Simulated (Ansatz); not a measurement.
System: sum formula Si4H9Cl, charge 0, multiplicity 1. 
Coordinates optimised at B3LYP-D3(BJ)/def2-TZVP (Ansatz, an electronic-structure program):
SMILES: [SiH3][SiH2][SiH2][SiH2]Cl
```xyz
14

Si    -2.2998     0.6329    -1.0620
Si    -1.2449    -1.3807    -0.4903
Si     0.0847    -1.0368     1.4106
Si     1.3501     0.8995     1.0505
Cl     2.1503     0.7802    -0.8671
H     -3.1613     0.4704    -2.2578
H     -3.1390     1.0919     0.0722
H     -1.2757     1.6671    -1.3396
H     -0.3803    -1.8353    -1.6065
H     -2.2583    -2.4328    -0.2202
H     -0.7682    -0.8261     2.6093
H      0.9903    -2.1843     1.6681
H      2.4778     1.0693     1.9934
H      0.4975     2.1084     1.0974
```
Charge 0, spin multiplicity 1.

Basis-set convergence of Hartree-Fock and CCSD correlation energies (hartree) with Ansatz. Cores are frozen in the correlated levels unless marked. Spin-orbit coupling is left out. Non-relativistic.

```json
[
 {"basis": "aug-cc-pV(D+d)Z", "functions": "241", "E(HF)": "-1620.54308", "E(corr, CCSD)": "-0.67356"},
 {"basis": "aug-cc-pV(T+d)Z", "functions": "482", "E(HF)": "___", "E(corr, CCSD)": "___"}
]
```

Question: What belongs in the gaps?

Answer: 
- aug-cc-pV(T+d)Z, E(HF): -1620.60122
- aug-cc-pV(T+d)Z, E(corr, CCSD): -0.80074
